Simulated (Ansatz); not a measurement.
The same hydrolysis along the group Ti, Zr, Hf.

Gas-phase electronic energies from Ansatz, PBE0-D4/def2-TZVP geometries. CCSD(T)/CBS adds triple-zeta CCSD(T) − MP2 to the extrapolated MP2 energy (def2 sets, frozen cores). This one scheme is used for every species. Functionals use def2-TZVPP. Elements past krypton have def2 core potentials. For Hf, I, Ti, Zr outer-core shells are correlated without core-valence functions, which leaves a few kJ/mol of doubt a bond. Scalar relativity is left out up to krypton. One conformer a species, not always the lowest.

| reaction | CCSD(T)/def2-SVP (kJ/mol) | PBE0-D4 (kJ/mol) |
| --- | --- | --- |
| `[Cl][Ti]([Cl])([Cl])[I]` + H₂O → `[OH][Ti]([Cl])([Cl])[Cl]` + HI | -4 | 14 |
| `[Cl][Zr]([Cl])([Cl])[I]` + H₂O → `[OH][Zr]([Cl])([Cl])[Cl]` + HI | -15 | 14 |
| `[Cl][Hf]([Cl])([Cl])[I]` + H₂O → `[OH][Hf]([Cl])([Cl])[Cl]` + HI | -19 | 10 |

Q: Give the CCSD(T)/CBS values in the same order. (Best estimate.)

A: The calculation gave: 23, 17, 12 kJ/mol.

Largest T1 diagnostic: 0.024, for `[OH][Ti]([Cl])([Cl])[Cl]`.
